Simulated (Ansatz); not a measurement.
Cl₂Te, SMILES Cl[Te]Cl (connectivity only; charge and spin as stated), charge +1, multiplicity 2.

The structure is a stationary point at B3LYP-D3(BJ)/def2-TZVP. The spin state was assumed, not searched. The isomer is the one that the SMILES or the coordinates give; other isomers of the formula were not compared. The def2 effective core potentials stand for the cores of Te; spin–orbit coupling is left out.

Two levels are set side by side: PBE/def2-SVPD (Ansatz, an electronic-structure program) and ωB97X-V/def2-SVPD (Ansatz). Energy differences of separate SCF runs at the same geometry; the states with an electron removed or added have multiplicity 1 and 1. Differences are taken from unrounded values.

```tsv
quantity	PBE
vertical ionisation energy (eV)	15.55
vertical electron affinity (eV)	8.47
```

**Question.** These are the PBE values. What does ωB97X-V give? (Estimate from the structure and the level; the computed values follow.)

**Answer.** 
| quantity | ωB97X-V | PBE minus ωB97X-V |
|---|---|---|
| vertical ionisation energy (eV) | 16.17 | -0.62 |
| vertical electron affinity (eV) | 8.88 | -0.41 |
